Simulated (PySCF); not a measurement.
C3H10OSi2, SMILES [SiH2]([SiH2]C(=O)C)C. Heavy atoms are numbered as in [CH3:1][SiH2:2][SiH2:3][C:4]([CH3:5])=[O:6]. Hydrogens are named by the atom that carries them.

The structure is a stationary point at ωB97X-D3(BJ)/def2-SVP. This is a generated structure with no PubChem entry under its InChIKey; it may be hypothetical. Other conformers were not sampled.

Calculation: PBE/pcSseg-1 in PySCF.

GIAO shieldings, no solvent; atoms alike by connectivity are averaged. δ = σ(ref) − σ: ¹³C against TMS (σ = 182.0 ppm); ²⁹Si against TMS (σ = 335.4 ppm); ¹⁷O against H2O (σ = 334.3 ppm); ¹H against TMS (σ = 31.49 ppm), references at their B3LYP-D3(BJ)/def2-TZVP geometries, non-relativistic.

Computed chemical shifts:
```tsv
nucleus	atoms	count	δ (ppm)
¹³C	C4	1	241.8
¹³C	C5 (CH3)	1	45.3
¹³C	C1 (CH3)	1	-8.5
²⁹Si	Si2 (SiH2)	1	-72.5
²⁹Si	Si3 (SiH2)	1	-81.8
¹⁷O	O6	1	851.5
¹H	H on Si3	2	4.74
¹H	H on Si2	2	4.32
¹H	H on C5	3	2.75
¹H	H on C1	3	0.48
```
